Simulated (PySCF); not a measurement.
## Relaxation of singlet [Nb3S]+

All numbers come from PySCF, PBE0, basis S def2-TZVP, Nb def2-TZVP with ECP28 (scalar-relativistic core potentials, no spin–orbit coupling, density fitting). A (50,194) grid was used.

A hand-made trigonal pyramidal start, of C3v symmetry, held to at least that symmetry:

```xyz
4
charge 1 multiplicity 1, angstrom
S     0.0000    0.0000   -1.0318
Nb    2.1632    0.0000    0.1184
Nb   -1.0816    1.8734    0.1184
Nb   -1.0816   -1.8734    0.1184
```

Optimiser trace:
```tsv
step	E − E(last) (kJ/mol)	largest gradient (Eh/bohr)
0	800.22	0.06083
1	719.88	0.05873
2	516.31	0.09494
3	349.00	0.27290
4	128.05	0.17992
5	35.00	0.05249
6	3.34	0.01116
7	0.12	0.00362
8	0.01	0.00080
9	0.00	0.00002
```

It ends at C3v with Nb–Nb 2.456 Å (×3), S–Nb 2.383 Å (×3); Nb–Nb–Nb 60.0° (×3), Nb–Nb–S 59.0° (×6), Nb–S–Nb 62.0° (×3). A frequency run shows a minimum. Other isomers or separated fragments may lie lower.

Final geometry:
```xyz
4
charge 1 multiplicity 1, angstrom
S     0.0000    0.0000   -1.7182
Nb    1.4177    0.0000    0.1971
Nb   -0.7088    1.2278    0.1971
Nb   -0.7088   -1.2277    0.1971
```

Stability towards spin polarisation was not tested.
